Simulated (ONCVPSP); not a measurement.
**Pseudopotential generation for niobium (Nb): ONCV, PBEsol, scalar-relativistic.**

```json
{"Element": "niobium", "Generator": "ONCVPSP 4.0.1", "Type": "optimised norm-conserving Vanderbilt (ONCV)", "Functional": "PBEsol", "Relativity": "scalar-relativistic", "Frozen core": "[Ar] 3d10", "Valence charge": "13", "Reference configuration": "4s2 4p6 4d4 5s0.5 (charge +0.5)", "Partial waves": "4s+5s: rc 2.05 bohr, ncon 4, nbas 7, qcut 4.5 1/bohr, 2 projectors; 4p: rc 2.15 bohr, ncon 4, nbas 7, qcut 7.5 1/bohr, 2 projectors, debl 0.7 Ha; 4d: rc 2.85 bohr, ncon 3, nbas 7, qcut 6.1 1/bohr, 2 projectors, debl 1.9 Ha", "Local potential": "polynomial inside 1.35 bohr (lpopt 5, dvloc0 0 Ha)", "Core correction": "polynomial model core, fcfact 0.2"}
```

In the p channel the program set the typed energies aside and used -1.380, 0.250 Ha.

Poles of the logarithmic derivatives, all-electron (AE) and pseudo (PS). s: poles at -2.1, 3.5 (AE) and -2.1, 3.0 (PS) Ha. p: poles at -1.1, 3.7 (AE) and -1.1, 3.7 (PS) Ha. d: poles at -0.0, 2.4 (AE) and -0.0, 2.4 (PS) Ha. Test radii: s 2.08, p 2.18, d 2.89 bohr.

* Cutoffs needed: 12 Ha and 18 Ha (the cutoffs (Ha) at which the residual kinetic energy of the hardest occupied pseudo-wave falls to 1 and 0.1 mHa per electron)
* Ghost test: no bound ghost flagged; GHOST(+) flagged for s at 100.9 eV
* Largest excitation error: +7.2 meV (all-electron minus pseudo) for 4s2 4p6 4d3 5s0, out of 4 test configurations
* rms error of d²Exc/dni dnj: 3.65 mHa without and 1.57 mHa with the model core
